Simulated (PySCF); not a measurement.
CH₆NOSSi₃ (doublet state).
Atom-mapped SMILES: `[N:1]#[C:2][SiH2:3][S:4][SiH:5][O:6][SiH3:7]` (hydrogens: H8, H9 on Si3; H10 on Si5; H11, H12, H13 on Si7)

Geometry (GFN2-xTB, Å), atoms numbered from 1 in this order:
```xyz
13
CH6NOSSi3 angstrom
N     -1.352    0.927   -2.554
C     -1.623    0.709   -1.463
Si    -2.042    0.324    0.315
S     -1.456   -1.691    0.723
Si     0.367   -1.976   -0.432
O      1.304   -0.674   -0.280
Si     2.007    0.708    0.216
H     -3.486    0.354    0.473
H     -1.297    1.271    1.137
H      1.039   -3.081    0.234
H      3.432    0.480    0.015
H      1.435    1.764   -0.614
H      1.668    0.884    1.630
```

The hyperfine couplings belong to this conformer and change with its torsions.

The calculation used UKS B3LYP, pcH-1 on C H N O S Si, non-relativistic, mean-field spin-orbit, GIAO (PySCF 2.14.0). Geometry: GFN2-xTB, one conformer, isolated molecule. Couplings are sensitive to structure, and on GFN2-xTB geometries they can be far from those on DFT ones, by a factor of two or more for some ions and for spin on atoms past the first row. Stability of the SCF solution: not tested.

Principal values of hyperfine tensors in MHz (contact, dipolar and spin–orbit terms together), for some of the nuclei:

```
atom  isotope       A1       A2       A3
 Si5     29Si  -970.77  -767.15  -765.87
 H10       1H   177.13   182.60   190.02
  O6      17O   -75.76   -41.84   -40.67
  S4      33S    -5.79    -4.24    34.94
 Si7     29Si   -11.30    -6.22    -5.97
 H13       1H     5.34     5.78     8.57
 Si3     29Si    -6.01    -3.80    -3.32
  H9       1H     0.58     0.98     3.49
```

(1) Split each tensor into its isotropic and traceless parts, and turn a_iso into mT with g = 2.0036.

(2) What spin density at the nucleus of Si7 lies behind its contact coupling (g_N = -1.11058)?

(3) C2 (13C, g_N = 1.40482) isn't in the table. Its spin density at the nucleus is 0.002657 bohr⁻³. What is its contact coupling?

(4) Name the largest traceless tensor T of the table and describe it.

(5) In a single crystal, with the field along each principal axis of the tensor of O6 in turn, what first-order splitting does this nucleus give (isotropic g, quadrupole terms neglected)?

Results:

(1) a_iso is a third of the trace, T = A − a_iso, and a(mT) = a(MHz)/(g × 13.996). The tensors hold a spin–orbit part: the run splits a_iso into a_FC + a_SO, and T includes its anisotropic share.

```tsv
atom	a_iso (MHz)	a_FC	a_SO	a_iso (mT)	T1	T2	T3
Si5	-834.60	-835.42	0.82	-29.762	-136.18	67.45	68.73
H10	183.25	183.24	0.01	6.535	-6.12	-0.65	6.77
O6	-52.75	-52.63	-0.12	-1.881	-23.00	10.92	12.09
S4	8.30	8.27	0.03	0.296	-14.09	-12.54	26.63
Si7	-7.83	-7.85	0.02	-0.279	-3.47	1.61	1.86
H13	6.56	6.56	0.00	0.234	-1.22	-0.78	2.00
Si3	-4.38	-4.42	0.05	-0.156	-1.63	0.58	1.05
H9	1.68	1.68	0.00	0.060	-1.10	-0.71	1.80
```

(2) a_FC = (2μ0/3) gₑ μB g_N μN ρ(0)/(2S·h) = 800.24 MHz × g_N × ρ(0)/(2S), with ρ in bohr⁻³. With a_FC = -7.85 MHz and 2S = 1, ρ(0) = 0.008835 bohr⁻³. The nuclear moment is negative, so coupling and spin density have opposite signs.

(3) By the same relation, a_FC = 2.99 MHz. Its full tensor has the principal values 2.24, 2.76, 3.96 MHz.

(4) Si5: -136.2, 67.5, 68.7 MHz (the dipolar term alone has -135.4, 66.9, 68.5), axial, in the ratio +1:+1:−2, the form that spin in one p orbital centred on that nucleus gives (the nuclear moment is negative).

(5) 6 lines (I = 5/2), spaced by |A_i|/(g × 13.996): 2.70, 1.49, 1.45 mT along the axes of A1, A2 and A3.

The run took 1.9 min of wall time (with the writing of density and orbital grids) on one thread of an Arm Neoverse V2, no GPU, shared host with 96 logical CPUs at a one-minute load of 53, and the process peaked at 0.97 GiB of memory.
